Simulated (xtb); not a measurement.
Input file for xtb: GFN1-xTB on GeH4SSi (SMILES [SiH3][Ge][SH]), a point of a torsion scan.

```
$ xtb mol.xyz --gfn 1 --sp --chrg 0 --uhf 0
7

Si     0.98980816    -0.09942252    -0.01508821
Ge    -0.63663813     1.72787886    -0.20505801
S     -2.50116223     0.46539869     0.17156750
H      0.72613659    -1.32170339    -0.79248889
H      2.34309877     0.33583111    -0.39017187
H      1.07909561    -0.52715017     1.38944608
H     -2.31238610    -0.34873849    -0.85822011
```

Q: What total energy does the run end on?

A: -9.3697 hartree.
